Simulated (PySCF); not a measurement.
Shapes and spin states of BrWN

Computed with PySCF, PBE, basis W def2-SVP with ECP60, N def2-SVP, Br def2-SVP (scalar-relativistic core potentials, no spin–orbit coupling, density fitting).

Relaxations began from a few typed shapes and spin states; open shells are unrestricted. The search is not exhaustive: other isomers or separated fragments can lie lower, and high-lying points may rest on an excited occupation.

```json
{"spin": "triplet", "group": "Cs", "bonds": "W–Br 2.436 Å, W–N 1.675 Å", "angles": "Br–W–N 106.9°", "imaginary modes (cm⁻¹)": "none", "ΔE (kJ/mol)": "0.0", "ΔE with ZPE (kJ/mol)": "0.0"}
{"spin": "broken-symmetry Ms = 0 (⟨S²⟩ 0.90)", "group": "Cs", "bonds": "W–Br 2.413 Å, W–N 1.672 Å", "angles": "Br–W–N 105.1°", "imaginary modes (cm⁻¹)": "none", "ΔE (kJ/mol)": "23.3", "ΔE with ZPE (kJ/mol)": "23.5"}
{"spin": "triplet (⟨S²⟩ 2.29)", "group": "C∞v", "bonds": "W–Br 2.566 Å, W–N 1.677 Å", "angles": "Br–W–N 180.0°", "imaginary modes (cm⁻¹)": "111i, 111i", "ΔE (kJ/mol)": "103.6", "ΔE with ZPE (kJ/mol)": "–"}
```

The lowest minimum found is the triplet Cs: W–Br 2.436 Å, W–N 1.675 Å; Br–W–N 106.9°.

Formally W is in oxidation state +4, d2, with 2 unpaired electrons (the high-spin count). The Mulliken spin on W is 2.23. The polar-tensor charge on W, 0.90, is far below the formal one.

For the lowest minimum: other spin states or occupations of the open shell can lie lower. Spin–orbit coupling, left out here, can matter for elements this heavy.

The electron or spin density has lower symmetry than the nuclear frame for the broken-symmetry Ms = 0 (⟨S²⟩ 0.90) Cs at 23.3 kJ/mol.
